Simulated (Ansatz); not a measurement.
Isolated molecules relaxed with PBE0-D4/def2-TZVP in Ansatz; ΔE leaves out vibrations. CBS: MP2 limit from def2 TZ/QZ plus the TZ coupled-cluster correction, frozen cores. DFT in def2-TZVPP. B3LYP here is the variant with VWN-RPA as its local correlation; programs differ in this. Elements past krypton have def2 core potentials. For Ge, Sn outer-core shells are correlated without core-valence functions, which leaves a few kJ/mol of doubt a bond. Scalar relativity is left out up to krypton. Each species was taken in one conformer, which may not be the lowest.

`[CH3][GeH2][BH][AlH2]` + `[SH][SnH3]` → `[AlH2][S][SnH3]` + `[BH2][GeH2][CH3]`  (cleavage of the Al–B bond)

`[CH3][GeH2][BH][AlH2]`:

Cartesian coordinates in Å:
```
C 0.387 0.765 2.196
Ge -0.603 0.045 0.664
B 0.568 -0.644 -0.889
Al -0.041 -0.576 -2.901
H 1.100 0.023 2.559
H -0.298 1.023 3.004
H 0.936 1.661 1.905
H -1.661 1.082 0.220
H -1.401 -1.204 1.124
H 1.612 -1.125 -0.539
H 0.335 0.681 -3.805
H -0.934 -1.731 -3.539
```

`[SH][SnH3]`:

Cartesian coordinates in Å:
```
S 0.137 0.710 1.716
Sn 0.147 -0.018 -0.577
H -0.769 -0.204 2.100
H -1.422 0.136 -1.228
H 0.659 -1.643 -0.655
H 1.248 1.019 -1.355
```

`[AlH2][S][SnH3]`:

Z-matrix (Å, degrees):
```
Sn
S 1 2.412
H 1 1.703 2 105.1
H 1 1.704 2 109.1 3 -119.4
H 1 1.704 2 109.1 3 119.4
Al 2 2.170 1 98.8 3 -179.7
H 6 1.579 2 118.1 1 180.0
H 6 1.586 2 118.5 1 -0.0
```

`[BH2][GeH2][CH3]`:

Z-matrix (Å, degrees):
```
Ge
C 1 1.959
B 1 2.058 2 115.1
H 1 1.547 2 109.0 3 -121.8
H 1 1.546 2 109.2 3 123.0
H 2 1.091 1 110.2 3 59.4
H 2 1.091 1 110.2 3 -60.2
H 2 1.090 1 110.7 3 179.6
H 3 1.195 1 119.9 2 178.0
H 3 1.196 1 122.3 2 -2.4
```

```
             level  ΔE (kcal/mol)  difference from CCSD(T)/CBS
            PBE-D4          -31.5                          3.6
         r2SCAN-D4          -34.2                          0.9
           ωB97X-V          -34.1                          1.0
           ωB97M-V          -34.9                          0.2
            B2PLYP          -34.7                          0.4
             B3LYP          -33.0                          2.1
     HF/def2-TZVPP          -36.1                         -1.0
    MP2/def2-QZVPP          -37.6                         -2.5
SCS-MP2/def2-QZVPP          -36.8                         -1.7
      HF/CBS(def2)          -36.0                         -0.9
       CCSD(T)/CBS          -35.1                            0
```

Largest T1 diagnostic among the species: 0.013.

From PBE to PBE0 (25 % exact exchange), in def2-TZVPP and without D4, ΔE moves by −1.6 kcal/mol.
